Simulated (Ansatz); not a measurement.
Ansatz (a first-principles code) input (B3LYP-D3(BJ)/def2-TZVP):

Ansatz 0.2 input:
```yaml
crystal:
  periodic: [false, false, false]
  atoms:
    - {symbol: Mn, position_ang: [-0.00000000, -0.00000000, -0.48685276]}
    - {symbol: F, position_ang: [0.00000000, 0.00000000, 1.35236876]}
basis:
  gaussian:
    orbitals: def2-TZVP
hamiltonian:
  xc: b3lyp
  dispersion: d3bj
magnetization: {spin_polarized: true, initial_magnetization: 6}
phonons: {temperatures: {t_min: 298.15, t_max: 298.15, t_step: 100}}
```

Output:

```
Functional definition: B3LYP
integrals: 0.02 GiB planned
643 factors; their error is unknown
mean field: 0.25 GiB planned
mean field evaluation 1: about -34036.7817 eV, gradient 3.1e1 eV
mean field evaluation 2: about -34033.9724 eV, gradient 5.0e1 eV
mean field evaluation 4: about -34039.7697 eV, gradient 5.6e-1 eV
mean field evaluation 8: about -34039.8619 eV, gradient 6.1e-2 eV
mean field -34039.86186259 eV, -1250.9418504029 hartree, gradient 5.2e-5 eV, S^2 12.002517; 0 other end points of the search recorded, 0 dependent functions left out
the calculation of the forces begins
reference -34039.86205511 eV, -1250.9418574781 hartree; 20, 14 occupied and 56, 62 virtual orbitals, 643 factors
these checks for a lower state are left out or cut short: stability, starts, cluster_reference, orbital_swaps, neighbouring_geometries, increment
integrals: 0.02 GiB planned
643 factors; their error is unknown
mean field: 0.25 GiB planned
mean field evaluation 16: about -34039.7732 eV, gradient 6.2e-2 eV
mean field -34039.86186258 eV, -1250.9418504028 hartree, gradient 3.0e-7 eV, S^2 12.002517; 0 other end points of the search recorded, 0 dependent functions left out
the calculation of the forces begins
reference -34039.86205510 eV, -1250.9418574779 hartree; 20, 14 occupied and 56, 62 virtual orbitals, 643 factors
these checks for a lower state are left out or cut short: stability, starts, cluster_reference, orbital_swaps, neighbouring_geometries, increment
integrals: 0.02 GiB planned
643 factors; their error is unknown
mean field: 0.25 GiB planned
mean field -34039.86186258 eV, -1250.9418504028 hartree, gradient 3.0e-7 eV, S^2 12.002517; 0 other end points of the search recorded, 0 dependent functions left out
the calculation of the forces begins
reference -34039.86205510 eV, -1250.9418574779 hartree; 20, 14 occupied and 56, 62 virtual orbitals, 643 factors
these checks for a lower state are left out or cut short: stability, starts, cluster_reference, orbital_swaps, neighbouring_geometries, increment
integrals: 0.02 GiB planned
643 factors; their error is unknown
mean field: 0.25 GiB planned
mean field evaluation 32: about -34039.8619 eV, gradient 4.5e-5 eV
mean field -34039.86186258 eV, -1250.9418504028 hartree, gradient 3.0e-7 eV, S^2 12.002517; 0 other end points of the search recorded, 0 dependent functions left out
the calculation of the forces begins
reference -34039.86205510 eV, -1250.9418574779 hartree; 20, 14 occupied and 56, 62 virtual orbitals, 643 factors
these checks for a lower state are left out or cut short: stability, starts, cluster_reference, orbital_swaps, neighbouring_geometries, increment
integrals: 0.02 GiB planned
643 factors; their error is unknown
mean field: 0.25 GiB planned
mean field -34039.86186258 eV, -1250.9418504028 hartree, gradient 3.0e-7 eV, S^2 12.002517; 0 other end points of the search recorded, 0 dependent functions left out
the calculation of the forces begins
reference -34039.86205510 eV, -1250.9418574779 hartree; 20, 14 occupied and 56, 62 virtual orbitals, 643 factors
these checks for a lower state are left out or cut short: stability, starts, cluster_reference, orbital_swaps, neighbouring_geometries, increment
integrals: 0.02 GiB planned
643 factors; their error is unknown
mean field: 0.25 GiB planned
mean field -34039.86180911 eV, -1250.9418484376 hartree, gradient 1.5e-6 eV, S^2 12.002521; 0 other end points of the search recorded, 0 dependent functions left out
the calculation of the forces begins
reference -34039.86200157 eV, -1250.9418555106 hartree; 20, 14 occupied and 56, 62 virtual orbitals, 643 factors
these checks for a lower state are left out or cut short: stability, starts, cluster_reference, orbital_swaps, neighbouring_geometries, increment
integrals: 0.02 GiB planned
643 factors; their error is unknown
mean field: 0.25 GiB planned
mean field -34039.86179597 eV, -1250.9418479550 hartree, gradient 1.1e-6 eV, S^2 12.002514; 0 other end points of the search recorded, 0 dependent functions left out
the calculation of the forces begins
reference -34039.86198856 eV, -1250.9418550323 hartree; 20, 14 occupied and 56, 62 virtual orbitals, 643 factors
these checks for a lower state are left out or cut short: stability, starts, cluster_reference, orbital_swaps, neighbouring_geometries, increment
integrals: 0.02 GiB planned
643 factors; their error is unknown
mean field: 0.25 GiB planned
mean field evaluation 64: about -34039.8619 eV, gradient 3.0e-7 eV
mean field -34039.86186258 eV, -1250.9418504028 hartree, gradient 3.0e-7 eV, S^2 12.002517; 0 other end points of the search recorded, 0 dependent functions left out
the calculation of the forces begins
reference -34039.86205510 eV, -1250.9418574779 hartree; 20, 14 occupied and 56, 62 virtual orbitals, 643 factors
these checks for a lower state are left out or cut short: stability, starts, cluster_reference, orbital_swaps, neighbouring_geometries, increment
integrals: 0.02 GiB planned
643 factors; their error is unknown
mean field: 0.25 GiB planned
mean field -34039.86186258 eV, -1250.9418504028 hartree, gradient 3.0e-7 eV, S^2 12.002517; 0 other end points of the search recorded, 0 dependent functions left out
the calculation of the forces begins
reference -34039.86205510 eV, -1250.9418574779 hartree; 20, 14 occupied and 56, 62 virtual orbitals, 643 factors
these checks for a lower state are left out or cut short: stability, starts, cluster_reference, orbital_swaps, neighbouring_geometries, increment
integrals: 0.02 GiB planned
643 factors; their error is unknown
mean field: 0.25 GiB planned
mean field -34039.86186258 eV, -1250.9418504028 hartree, gradient 3.0e-7 eV, S^2 12.002517; 0 other end points of the search recorded, 0 dependent functions left out
the calculation of the forces begins
reference -34039.86205510 eV, -1250.9418574779 hartree; 20, 14 occupied and 56, 62 virtual orbitals, 643 factors
these checks for a lower state are left out or cut short: stability, starts, cluster_reference, orbital_swaps, neighbouring_geometries, increment
integrals: 0.02 GiB planned
643 factors; their error is unknown
mean field: 0.25 GiB planned
mean field -34039.86186258 eV, -1250.9418504028 hartree, gradient 3.0e-7 eV, S^2 12.002517; 0 other end points of the search recorded, 0 dependent functions left out
the calculation of the forces begins
reference -34039.86205510 eV, -1250.9418574779 hartree; 20, 14 occupied and 56, 62 virtual orbitals, 643 factors
these checks for a lower state are left out or cut short: stability, starts, cluster_reference, orbital_swaps, neighbouring_geometries, increment
integrals: 0.02 GiB planned
643 factors; their error is unknown
mean field: 0.25 GiB planned
mean field -34039.86179597 eV, -1250.9418479550 hartree, gradient 1.1e-6 eV, S^2 12.002514; 0 other end points of the search recorded, 0 dependent functions left out
the calculation of the forces begins
reference -34039.86198856 eV, -1250.9418550323 hartree; 20, 14 occupied and 56, 62 virtual orbitals, 643 factors
these checks for a lower state are left out or cut short: stability, starts, cluster_reference, orbital_swaps, neighbouring_geometries, increment
integrals: 0.02 GiB planned
643 factors; their error is unknown
mean field: 0.25 GiB planned
mean field evaluation 96: about -34039.8618 eV, gradient 8.3e-5 eV
mean field -34039.86180911 eV, -1250.9418484376 hartree, gradient 1.5e-6 eV, S^2 12.002521; 0 other end points of the search recorded, 0 dependent functions left out
the calculation of the forces begins
reference -34039.86200157 eV, -1250.9418555106 hartree; 20, 14 occupied and 56, 62 virtual orbitals, 643 factors
Total energy: -34039.88495159 eV, -1250.9426989083 hartree
Atom 0 at    -0.000000    -0.000000    -0.486853 Å, force    -0.000000    -0.000000    -0.000011 eV/Å
Atom 1 at     0.000000     0.000000     1.352369 Å, force     0.000000     0.000000     0.000011 eV/Å
Dipole moment:    -0.000000     0.000000    -0.618644 e Å
Vibrations: 608.42 cm⁻¹, zero-point energy 0.037717 eV
```

The spin state was set by rule; other spins were not relaxed.
